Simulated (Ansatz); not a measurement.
`O[SiH](F)N[SiH3]` from Hartree–Fock to CCSD(T)

```tsv
atom	x (Å)	y (Å)	z (Å)
O1	1.138	-2.306	0.012
Si2	0.616	-0.954	0.755
F3	1.774	0.140	0.867
N4	-0.618	-0.151	-0.105
Si5	-0.739	1.537	-0.495
H6	1.363	-2.253	-0.919
H7	0.263	-1.389	2.116
H8	-1.409	-0.712	-0.386
H9	0.208	1.936	-1.568
H10	-2.127	1.772	-0.972
H11	-0.471	2.380	0.697
```

Total charge 0; spin multiplicity 1. Geometry: relaxed with PBE0-D4/def2-TZVP. It is one conformer, not always the lowest. Frozen core, restricted reference, Ansatz 0.2.0. CBS rows extrapolate triple and quadruple zeta; past MP2 they add the triple-zeta difference.

```csv
basis,HF (Eh),MP2 corr.
def2-TZVPP,-810.43125,-0.94462
def2-QZVPP,-810.46180,-1.02339
```

Q: Estimate the CCSD correlation energy and the (T) correction in each basis where they were run (hartree).

A: 
| basis | CCSD corr. | (T) |
| --- | --- | --- |
| def2-TZVPP | -0.98164 | -0.03240 |
| CBS(def2) | -1.11876 | as TZ |
